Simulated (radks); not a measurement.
The numbers below are computed, except where a source is named.
Charge is removed step by step from the 3d down level of Ga+, starting from [Ar] 3d(up 5, down 5) 4s2. Code: a radial shooting solver on a logarithmic mesh with Libxc functionals. Model: scalar-relativistic Kohn-Sham, PBE, spin-polarised, spherical densities, point nucleus.

removed (e)	E - E(0) (eV)	eigenvalue (eV)	E minus straight line (eV)
0	0.000	-27.422	0.000
0.1	2.832	-29.237	-0.860
0.2	5.848	-31.083	-1.537
0.3	9.049	-32.961	-2.028
0.4	12.440	-34.869	-2.329
0.5	16.023	-36.806	-2.439
0.6	19.801	-38.773	-2.353
0.7	23.777	-40.769	-2.069
0.8	27.955	-42.792	-1.584
0.9	32.336	-44.843	-0.895
1	36.923	-46.921	0.000

Removing the whole electron costs 36.923 eV by Delta-SCF, against 27.422 eV from minus the eigenvalue at the starting occupation. Slater's transition state (half an electron removed) gives 36.806 eV. Integrating minus the eigenvalue over the occupation (Janak's theorem) gives 36.928 eV. In this scalar-relativistic scheme the density is built from large components alone, so the theorem holds only approximately. The mean slope of the eigenvalue, de/dn, is 19.5 eV per electron.
